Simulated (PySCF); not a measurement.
C2H3Cl2FSi2, SMILES [SiH](C#C[SiH2]F)(Cl)Cl at its PBE0/def2-SVP optimised geometry (Å):

```
10

Si    -0.5739    -0.3242     0.0000
F      1.0467    -0.3242     0.0000
C     -1.1597    -1.1587     1.5263
C     -1.5773    -1.7094     2.5368
Si    -2.1655    -2.5353     4.0545
Cl    -3.2480    -1.1895     5.1625
Cl    -3.3674    -4.1123     3.5258
H     -1.0467    -1.0826    -1.1847
H     -1.0462     1.0826     0.0000
H     -1.0320    -3.0338     4.8625
```

Calculation: PBE0/def2-TZVP (PySCF).

Map of the electrostatic potential (hartree/e), clipped to [-0.08, 0.12] on the plane z = 1.0 Å:

```
|2222222222222222222221111111111|
|2222222222222222222221111111111|
|2222222222222222222221111111111|
|2222222222222222222221111111111|
|2222222222222222222221111111111|
|2222222222222222222211111111111|
|2222222222222222222211111111111|
|2222222223333322222211111111111|
|2222222233333333322211111111111|
|2222222333444443332211111111111|
|2222223334555554432211111111111|
|2222233345667776543211000001111|
|2222233456799999753210000000111|
|2222334568999999964210000000011|
|2222334689999999985310000000011|
|2222345799999999996421000000011|
|2222346899999999996431000000001|
|2222346999999999996421000000001|
|2222348999999999985321000000011|
|1222349999999999974210000000011|
|1112249999999999853210000000011|
|1111237999999999643210000000111|
|1111135999999996532211000001111|
|1111123699999864332111100111111|
|1111112357886543322111111111111|
|1111111223333332222111111111111|
|1111111111222222221111111111111|
|1111111111111112211111111111111|
|1111111111111111111111111111111|
|1111111111111111111111111111111|
|1111111111111111111111111111111|
```
Scale: ten equal steps from -0.029 (start of '0') to 0.120 (end of '9'), in the order '0123456789'; x runs from -3.50 to 3.50, y from -3.50 (bottom) to 3.50 (top).
